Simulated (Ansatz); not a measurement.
CH$_{6}$BGaZn (`B[CH2][Zn][GaH2]`) from Hartree–Fock to CCSD(T)

Cartesian coordinates in Å:
```
B -0.5555 -1.9631 -0.2820
C -1.0295 -0.7914 -1.0794
Zn 0.0844 0.5205 -0.0074
Ga 1.3292 2.2838 1.1465
H -1.1129 -2.2827 0.7355
H 0.4546 -2.5448 -0.5801
H -2.0351 -0.3890 -0.9321
H -0.6515 -0.6194 -2.0905
H 0.6127 3.5212 1.8183
H 2.9036 2.2650 1.2711
```

Charge 0, multiplicity 1. For Zn the d shell is correlated and the shells below it are frozen. Correlated methods include outer-core shells of Ga, which these sets cover unevenly. Scalar relativity is left out up to krypton. The structure was optimised at the PBE0-D4/def2-TZVP level. It is one conformer, not always the lowest. Frozen core, restricted reference, Ansatz.

```
     basis      HF (Eh)  MP2 corr.  CCSD corr.       (T)  CCSD(T) total
  def2-SVP            ?          ?           ?  -0.02429              ?
def2-TZVPP  -3767.09026   -1.02089    -1.00587         ?              ?
def2-QZVPP  -3767.17493   -1.32194           –         –              –
```

Task: Fill in the withheld values. (Best estimate.)

Result: Computed: def2-SVP HF (Eh): -3766.52836; def2-SVP MP2 corr.: -0.75212; def2-SVP CCSD corr.: -0.76342; def2-SVP CCSD(T) total: -3767.31607; def2-TZVPP (T): -0.03644; def2-TZVPP CCSD(T) total: -3768.13257.
